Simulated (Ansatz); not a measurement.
Gas-phase reaction in SMILES: N[SiH3] -> N[SiH2] + H atom (the H-Si bond at the site shown breaks; other sites are not compared here)
Structures are relaxed separately at B3LYP-D3(BJ)/def2-TZVP in Ansatz (an electronic-structure program), one conformer each, not searched for the lowest. Frequencies are from Ansatz.

Wanted: bond dissociation energy (enthalpy at 298 K, with B3LYP-D3(BJ) rigid-rotor harmonic-oscillator terms), in eV. Valence correlation only, unless marked. Open shells are spin-unrestricted. No spin-orbit coupling. Non-relativistic. CBS marks a two-point X^-3 extrapolation of the correlation energy; Hartree-Fock from the larger set (for Q and 5 zeta extrapolated as (X+1)exp(-9√X)).

| level | program | bond dissociation energy (eV) |
|---|---|---|
| HF/def2-TZVPP | Ansatz | 3.12 |

**Question.** Predict the CCSD(T)/CBS(cc-pV(Q+d)Z,cc-pV(5+d)Z) result (Ansatz).

**Answer.** 3.95 eV, so HF/def2-TZVPP differs from it by -0.83 eV.
